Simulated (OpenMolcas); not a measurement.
## Ti2+: CASPT2 settings compared

| Item | Value |
| --- | --- |
| Program | OpenMolcas 26.06 |
| Basis | ANO-RCC-VTZP [6s5p3d2f1g] |
| Scalar Hamiltonian | DKH4, point nucleus |
| Active space | 2 electrons in 5 orbitals (3d) |
| State averaging | 2S+1 = 3 even, 10 roots; 2S+1 = 1 even, 14 roots |
| Spin-orbit coupling | RASSI with atomic mean-field integrals over the reference wave functions, term energies averaged over their components |

Methods on the same reference wave functions:
A. CASSCF
B. XMS-CASPT2, IPEA 0.1 Eh, imaginary shift 0.15 Eh (closed shells correlated: 3s 3p)
C. XMS-CASPT2, IPEA 0.75 Eh, sigma2 regulariser 0.15 Eh (closed shells correlated: 3s 3p)

Energies in cm⁻¹ above 3d² ³F₂, the measured ground level; measured values from Corliss and Sugar, J. Phys. Chem. Ref. Data 8, 1 (1979).

```csv
Level,A,B,C,Measured
3d² ³F₂,0.0,0.0,0.0,0.0
3d² ³F₃,193,194,194,185
3d² ³F₄,445,446,447,420
3d² ¹D₂,11343,8590,8150,8474
3d² ³P₀,13579,10810,10650,10538
3d² ³P₁,13642,10880,10710,10604
3d² ³P₂,13782,11020,10850,10721
3d² ¹G₄,17506,14930,14700,14398
```

Deviations, from unrounded energies. A percentage is the sum of absolute deviations over the sum of measured energies, with the sign that they share, or ± where signs differ.

| Against measurement | Levels | A | B | C |
| --- | --- | --- | --- | --- |
| mean absolute deviation (cm-1) | 7 | 2200 | 220 | 140 |
| fine structure of the ground term (%) | 2 | +5.5 | +5.8 | +5.9 |
| other terms of the ground configuration (%) | 5 | +27.6 | +2.7 | ±1.8 |

C lies closest to measurement on these levels and A furthest from it. The largest miss of C in the table is 3d² ¹D₂, by -320 cm-1. The ranking rests on the paired levels alone, and a cruder setting can come out closer through cancelling errors.

Between B and C the level of the table that moves most is 3d² ¹D₂, by 440 cm-1 (lowest in C, highest in B). Moves below CASPT2's spread within the term are not significant.

The mean deviations of B to C differ by less than CASPT2's widest spread within a term (2000 cm-1), so their order carries little weight.

From A to B the spin-free energies of the other terms of 3d² shown, above ³F, scale by factors of 0.75 to 0.85, as is usual when dynamic correlation screens the repulsion within a d or f shell.

The lowest spin-free term lies below A's lowest term by 0.306 hartree in B, 0.295 hartree in C.

Term energies are means over components that CASPT2 splits; among the terms shown or strongly mixed into the levels shown the widest spread is 2000 cm-1 (3d² ³F, C). Without dynamic correlation excited terms often stand tens of per cent too high (terms of higher spin than the ground term too low), and those without a measured partner can miss by more than the paired ones (holds for A). Measured partners are found by configuration, term and J. A level has none where our copy of the source lacks it or the pairing is in doubt (some pairs that miss far off the trend of their configuration count as doubtful), and it then counts in no deviation. Only configurations of the active space appear.
